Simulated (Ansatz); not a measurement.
```yaml
crystal:
  periodic: [false, false, false]
  atoms:
    - {symbol: S, position_ang: [-0.000000, -0.000000, -0.002145]}
    - {symbol: Ge, position_ang: [0.000000, 0.000000, 3.804438]}
basis:
  gaussian: {orbitals: aug-pcseg-2, fitting: {mean_field: cc-pVTZ-jkfit}}
hamiltonian: {xc: {name: B97}}
output: {forces: true}
```

```sh
$ ansatz run in.yaml --threads 2 --pin off --events-out ev --progress --plain --max-ram 32768MiB --backend cpu
```

Output, abridged:

```
Functional definition: B97
328 factors; integrals over basis functions are off by at most 9.2e-1 eV
mean field evaluation 1: about -67328.2642 eV, gradient 4.7e1 eV
mean field evaluation 2: about -67058.1465 eV, gradient 1.5e2 eV
mean field evaluation 4: about -67318.7947 eV, gradient 8.9e1 eV
mean field evaluation 8: about -67345.5792 eV, gradient 2.2e-1 eV
mean field evaluation 32: about -67345.5807 eV, gradient 3.0e-6 eV
mean field -67345.58067796 eV, -2474.9044414408 hartree, gradient 1.8e-5 eV, S^2 0.000000; 10 other end points of the search recorded, 0 dependent functions left out
reference -67345.58070604 eV, -2474.9044424728 hartree; 24, 24 occupied and 85, 85 virtual orbitals, 328 factors
Total energy: -67345.58070604 eV, -2474.9044424728 hartree
Atom 0 at    -0.000000    -0.000000    -0.002145 Å, force    -0.000000    -0.000000     2.075379 eV/Å
Atom 1 at     0.000000     0.000000     3.804438 Å, force     0.000000     0.000000    -2.075379 eV/Å
Dipole moment:     0.000000     0.000000     1.474238 e Å
```

Task: Something in this input is off. What?

Result: The coordinates are in bohr but typed as ångström. The calculation finished and met its thresholds. The result belongs to that input, not to the molecule as meant.
